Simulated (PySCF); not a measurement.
Compound: C3H6O3S (charge +1 and doublet state).
Structure used (GFN2-xTB), in Å, numbered top down from 1:
```
atom  x, y, z in Å
C1     1.9072    0.3935   -0.3742
S2     1.0492   -0.5081    0.9522
O3     0.9237   -1.8875    0.5777
C4    -0.6361    0.2433    0.9498
C5    -1.3319   -0.0220   -0.4000
O6    -0.8177    0.2444   -1.4497
O7    -2.5053   -0.5459   -0.2061
H8     2.2180    1.3660   -0.0059
H9     1.1817    0.4931   -1.1929
H10    2.7706   -0.1802   -0.7027
H11   -1.2398   -0.1930    1.7470
H12   -0.5169    1.3149    1.1119
H13   -3.0071   -0.7182   -1.0248
```

The hyperfine couplings belong to this conformer and change with its torsions.

As a line formula: `[S@@](C)(CC(O)=[O+])=O` [radical] (charge +1).

Computed, not measured: PySCF 2.14.0, UKS B3LYP, pcH-1 on C H O S, non-relativistic, mean-field spin-orbit, GIAO. One conformer (not necessarily the lowest) at the GFN2-xTB geometry, without solvent, vibrations or thermal averaging. Couplings are sensitive to structure, and on GFN2-xTB geometries they can be far from those on DFT ones, by a factor of two or more for some ions and for spin on atoms past the first row. No stability test was run, so a lower SCF solution isn't excluded.

(1) Predict the first-order ENDOR lines of H8/H9/H10, H12 and H13 under fast tumbling at B = 337.7 mT (X band).

(2) Which pairs are centred on the nuclear Larmor frequency, and which on half the coupling?

Answers

(1) For S = 1/2 in fast tumbling each set of equivalent nuclei gives two lines, ν± = |νn ± a/2| to first order, with νn = g_N μN B/h and μN/h = 7.62259 MHz/T.

| nuclei | isotope | g_N | νn (MHz) | a_iso (MHz) | lower line (MHz) | upper line (MHz) |
| --- | --- | --- | --- | --- | --- | --- |
| H8/H9/H10 | 1H | 5.5857 | 14.38 | 14.98 | 6.89 | 21.87 |
| H12 | 1H | 5.5857 | 14.38 | -4.34 | 12.21 | 16.55 |
| H13 | 1H | 5.5857 | 14.38 | 4.30 | 12.23 | 16.53 |

(2) Centred on νn, since |a| < 2νn: H8/H9/H10, H12 and H13. No pair has |a| > 2νn.

Class means assume fast exchange of nuclei equivalent by connectivity; if that motion is slow, each nucleus keeps its own coupling. The three 1H nuclei of mean +15.0 MHz run from -8.1 to 59.8 MHz in the frozen geometry.

The Mulliken spin populations are largest on O3 (+0.51), S2 (+0.28), C1 (+0.08) and C4 (+0.06).

The SMILES draws the unpaired electron on O6; the largest computed Mulliken spin population is on O3 (0.51 against 0.04).
